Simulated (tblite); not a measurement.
Compound: C5H12F2Si2.
SMILES with atom numbers: `[CH3:1]/[C:2]([F:3])=[C:4](\[CH2:5][F:6])[SiH2:7][CH2:8][SiH3:9]` (hydrogens: H10, H11, H12 on C1; H13, H14 on C5; H15, H16 on Si7; H17, H18 on C8; H19, H20, H21 on Si9)

Computed with GFN2-xTB (tblite), gas phase: L-BFGS steps from a force-field or distance-geometry start until the largest atomic force falls under 0.01 eV/Å.

Step 6: E = -808.5388 eV
```
atom  x, y, z in Å  |  force x, y, z in eV/Å
C1     -2.8679   -0.3196   -1.2299   -0.115  -0.045  -0.027
C2     -1.4503    0.0433   -0.9201   -0.035   0.008  -0.049
F3     -0.6119   -0.0669   -1.9741    0.103  -0.025  -0.168
C4     -0.9696    0.4685    0.2395   -0.212  -0.021   0.011
C5     -1.9314    0.5953    1.3761   -0.016   0.020   0.173
F6     -1.5134   -0.1659    2.4440    0.064  -0.061   0.112
Si7     0.8390    0.9258    0.5497   -0.092   0.162   0.130
C8      1.9929   -0.5723    0.5069   -0.003  -0.083   0.107
Si9     3.5049   -0.2279   -0.5898    0.033  -0.038   0.021
H10    -3.5063    0.5618   -1.1419    0.007  -0.073  -0.119
H11    -3.2109   -1.0579   -0.5060   -0.079  -0.072  -0.114
H12    -2.9718   -0.7371   -2.2306    0.155   0.089   0.064
H13    -2.9433    0.2483    1.1336    0.139   0.099   0.116
H14    -1.9639    1.6262    1.7399   -0.024   0.079   0.006
H15     0.8710    1.5287    1.8925   -0.015   0.028  -0.077
H16     1.2236    1.9416   -0.4428   -0.134  -0.025   0.025
H17     2.3337   -0.7583    1.5279   -0.015  -0.020  -0.083
H18     1.4673   -1.4793    0.1995    0.103   0.130  -0.062
H19     3.2380   -0.6021   -1.9744   -0.015  -0.032  -0.049
H20     4.6407   -0.9849   -0.0657    0.089  -0.053  -0.030
H21     3.8206    1.2045   -0.5347    0.061  -0.065   0.013
```

Step 7: E = -808.5504 eV
```
atom  x, y, z in Å  |  force x, y, z in eV/Å
C1     -2.8687   -0.3217   -1.2334   -0.111  -0.050  -0.030
C2     -1.4503    0.0434   -0.9193   -0.110  -0.003  -0.014
F3     -0.6198   -0.0691   -1.9815    0.122   0.008  -0.049
C4     -0.9727    0.4699    0.2430   -0.236  -0.056  -0.070
C5     -1.9332    0.5974    1.3839    0.019   0.021   0.133
F6     -1.5060   -0.1644    2.4504    0.013  -0.014   0.051
Si7     0.8356    0.9285    0.5547   -0.022   0.167   0.163
C8      1.9969   -0.5684    0.5087   -0.002  -0.058   0.066
Si9     3.5117   -0.2335   -0.5954   -0.022  -0.025   0.089
H10    -3.5074    0.5629   -1.1514    0.034  -0.155  -0.098
H11    -3.2153   -1.0674   -0.5151   -0.056   0.021  -0.150
H12    -2.9620   -0.7373   -2.2383    0.140   0.115   0.127
H13    -2.9483    0.2513    1.1451    0.197   0.103   0.128
H14    -1.9612    1.6314    1.7463   -0.030  -0.003  -0.009
H15     0.8687    1.5382    1.9004   -0.015  -0.019  -0.165
H16     1.2113    1.9428   -0.4450   -0.123  -0.040   0.049
H17     2.3284   -0.7633    1.5313    0.019   0.005  -0.103
H18     1.4744   -1.4742    0.1942    0.064   0.116  -0.064
H19     3.2347   -0.6054   -1.9822    0.009  -0.020   0.020
H20     4.6492   -0.9892   -0.0655    0.043  -0.037  -0.064
H21     3.8249    1.1998   -0.5312    0.066  -0.074  -0.008
```

Question: Estimate the geometry and energy of step 8. (The exact step hangs on the optimiser's Hessian estimate; all steps are aligned on step 7, rigid shifts and turns removed.)

Answer: E = -808.5605 eV, largest force 0.227 eV/Å
```
atom  x, y, z in Å  |  force x, y, z in eV/Å
C1     -2.8707   -0.3243   -1.2370   -0.052  -0.038  -0.033
C2     -1.4521    0.0433   -0.9199   -0.133  -0.012   0.025
F3     -0.6252   -0.0710   -1.9889    0.090   0.041   0.100
C4     -0.9791    0.4705    0.2454   -0.146  -0.057  -0.100
C5     -1.9341    0.5996    1.3939    0.066   0.017   0.047
F6     -1.4988   -0.1635    2.4577   -0.019   0.036   0.001
Si7     0.8314    0.9331    0.5615    0.007   0.083   0.108
C8      2.0003   -0.5644    0.5110   -0.012   0.013   0.005
Si9     3.5175   -0.2394   -0.5990   -0.059  -0.013   0.120
H10    -3.5083    0.5615   -1.1622    0.020  -0.175  -0.068
H11    -3.2209   -1.0764   -0.5261   -0.046   0.073  -0.145
H12    -2.9502   -0.7356   -2.2439    0.101   0.092   0.097
H13    -2.9497    0.2559    1.1582    0.169   0.077   0.130
H14    -1.9592    1.6367    1.7522   -0.020  -0.060  -0.004
H15     0.8663    1.5472    1.9054   -0.017  -0.031  -0.173
H16     1.1973    1.9432   -0.4461   -0.105  -0.038   0.058
H17     2.3241   -0.7682    1.5333    0.052   0.019  -0.081
H18     1.4820   -1.4677    0.1877    0.007   0.080  -0.066
H19     3.2319   -0.6088   -1.9889    0.032  -0.007   0.097
H20     4.6582   -0.9941   -0.0666   -0.005  -0.023  -0.093
H21     3.8304    1.1940   -0.5281    0.070  -0.075  -0.025
```

The energy changes by -0.0102 eV. The first-order estimate −F·Δx gives -0.0143 eV and the mean of the old and new forces, exact on a quadratic surface, -0.0102 eV. The step makes an angle of 63° with the force vector and moves no atom by more than 0.015 Å.

What follows is the cost of the whole relaxation. Hardware: Arm Neoverse V1, one thread, on a shared host. Cost: 2.0 s wall.
